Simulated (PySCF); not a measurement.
Precursor series Hf Cl-NH2. Gas-phase values, no solvent. One relaxed conformer stands for each flexible species; it need not be the lowest.

The charge on the central atom (Mulliken) from two functionals at the same geometries (PBE-D3(BJ)/def2-SVP), both in PySCF: PBE-D3(BJ)/def2-TZVP and B3LYP-D3(BJ)/def2-TZVP. B3LYP has the VWN-RPA correlation part, as in Gaussian. 

```csv
species,PBE-D3(BJ)/def2-TZVP (e),B3LYP-D3(BJ)/def2-TZVP (e)
0 of 4 Cl replaced by NH2,1.09,1.22
1 of 4 Cl replaced by NH2,1.12,1.26
2 of 4 Cl replaced by NH2,1.13,1.30
3 of 4 Cl replaced by NH2,1.16,1.34
4 of 4 Cl replaced by NH2 ([Hf(NH2)4]),1.21,1.40
```

Over these rows, drawn at random from the members with no instability flagged (it was tested for open shells, ions and some series alone), PBE minus B3LYP-D3(BJ): mean -0.16 e, from -0.20 e to -0.13 e.
